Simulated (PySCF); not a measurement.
C2H4, charge -1, doublet (typed; the unrestricted solution is spin-contaminated), geometry from GFN2-xTB (a state made from the parent by changing its charge; the spin is typed, not shown lowest), with bond 3-1 at 2.0 times its length. Base run: DF-HF/cc-pVTZ (PySCF).

The PySCF input:
```python
from pyscf import gto, scf

mol = gto.Mole()
mol.atom = '''
    C    -0.688195   -0.076962    0.224503
    C     0.688195    0.076962   -0.224503
    H    -1.942285    1.723568   -0.049586
    H    -1.205612   -0.962416   -0.188647
    H     1.315240   -0.823303   -0.087459
    H     1.205612    0.962416    0.188647
'''
mol.basis = 'cc-pvtz'
mol.charge = -1
mol.spin = 1
mol.verbose = 4
mol.build()

mf = scf.UHF(mol)
mf = mf.density_fit(auxbasis='def2-universal-jkfit')
mf.kernel()
```

Each row names what was changed in the base input (with any setting that the change needs).

| change | ΔE vs base (µEh) | SCF cycles | <S^2> | outcome |
|---|---|---|---|---|
| base | 0.0 | 23 | 1.062 | converged |
| conv_tol = 1e-11 | 0.0 | 26 | 1.062 | converged |
| diis_space = 20 | 0.0 | 20 | 1.062 | converged |
| conv_tol = 1e-12 | 0.0 | 27 | 1.062 | converged |
| level_shift = 0.5 (with mf.max_cycle = 100) | 0.0 | 37 | 1.062 | converged |
| level_shift = 0.1 (with mf.max_cycle = 100) | 0.0 | 26 | 1.062 | converged |
| solver = newton | 0.0 | - | 1.062 | converged |
| conv_tol = 1e-4 | 44.3 | 12 | 1.039 | converged |
| init_guess = mod_huckel | 2397 | 26 | 1.202 | another SCF solution |
| level_shift = 0.3 (with mf.max_cycle = 100) | 0.0 | 33 | 1.061 | converged |
| conv_tol = 1e-6 | 0.2 | 18 | 1.060 | converged |
| init_guess = sap | 0.0 | 25 | 1.062 | converged |
| conv_tol_grad = 1e-3 | 0.0 | 23 | 1.062 | converged |

A guess, shift, damping, solver or small numerical setting can't move a converged solution much, so rows marked as another SCF solution ended in a different state.

Open shells are given as the SCF converged; they aren't shown to be the lowest states, and a large step between rows can be another state.
